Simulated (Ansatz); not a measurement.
`CC[Se][SiH2]C` + `S[SiH](Cl)Cl` → `C[SiH2]S[SiH](Cl)Cl` + `CC[SeH]`  (ligand exchange at the Si–Se bond)

Computed with Ansatz on PBE0-D4/def2-TZVP structures; ΔE is electronic, products minus reactants. CCSD(T)/CBS is the MP2 limit (def2-TZVPP, def2-QZVPP) plus CCSD(T) − MP2 in def2-TZVPP, frozen cores. Functionals use def2-TZVPP. B3LYP here is the variant with VWN-RPA as its local correlation; programs differ in this. For Se outer-core shells are correlated without core-valence functions, which leaves a few kJ/mol of doubt a bond. Scalar relativity is left out up to krypton. One conformer a species, not always the lowest.

`CC[Se][SiH2]C`:

Cartesian coordinates in Å:
```
C -0.485 -1.425 1.987
C 0.244 -1.819 0.722
Se 1.403 -0.401 -0.002
Si -0.233 0.930 -0.851
C 0.580 2.251 -1.889
H 0.215 -1.123 2.768
H -1.075 -2.268 2.362
H -1.168 -0.591 1.812
H 0.927 -2.652 0.898
H -0.442 -2.115 -0.072
H -1.045 1.553 0.231
H -1.154 0.083 -1.661
H 1.264 2.851 -1.284
H -0.176 2.918 -2.310
H 1.146 1.807 -2.710
```

`S[SiH](Cl)Cl`:

Cartesian coordinates in Å:
```
S 0.982 -0.816 1.158
Si -0.333 0.275 -0.085
Cl -0.914 1.892 1.007
Cl 0.578 0.886 -1.808
H 1.213 -1.747 0.214
H -1.526 -0.491 -0.485
```

`C[SiH2]S[SiH](Cl)Cl`:

```xyz
12

C    -0.020   -0.432    1.656
Si   -1.313   -0.477    0.320
S    -0.496   -0.859   -1.646
Si    1.000    0.608   -1.808
Cl    0.403    2.409   -1.040
Cl    2.720    0.078   -0.833
H     0.587   -1.338    1.641
H     0.641    0.429    1.543
H    -0.514   -0.358    2.629
H    -2.237   -1.626    0.492
H    -2.098    0.781    0.279
H     1.328    0.784   -3.233
```

`CC[SeH]`:

Z-matrix (Å, degrees):
```
C
C 1 1.512
H 1 1.091 2 111.2
H 1 1.095 2 110.4 3 120.3
H 1 1.092 2 111.2 3 -120.1
Se 2 1.958 1 114.0 3 57.4
H 2 1.090 1 112.1 3 -179.9
H 2 1.092 1 111.4 3 -59.4
H 6 1.469 2 95.0 1 63.4
```

**Question.** Is it downhill or uphill in electronic energy at CCSD(T)/CBS, and by how much? (Estimate.)

**Answer.** Computed: Downhill: ΔE = -0.08 eV.

**Question.** What do these levels give: r2SCAN-D4, B3LYP-D4, B2PLYP, HF/def2-TZVPP, MP2/CBS(def2), CCSD/CBS(def2)? (Estimate.)

**Answer.** The calculation gave: r2SCAN-D4 -0.10, B3LYP-D4 -0.12, B2PLYP -0.07, HF/def2-TZVPP -0.04, MP2/CBS(def2) -0.10, CCSD/CBS(def2) -0.07 eV.

Largest T1 diagnostic among the species: 0.010.

In def2-TZVPP, CCSD(T) changes the Hartree–Fock value by −0.05 eV (the triples alone add −0.01 eV) and MP2 by −0.07 eV. The D4 term adds −0.08 eV with B3LYP and −0.05 eV with PBE0; it sums over pairs of atoms, weighted by their polarisabilities, and B3LYP, whose exchange is more repulsive, gets the larger term.
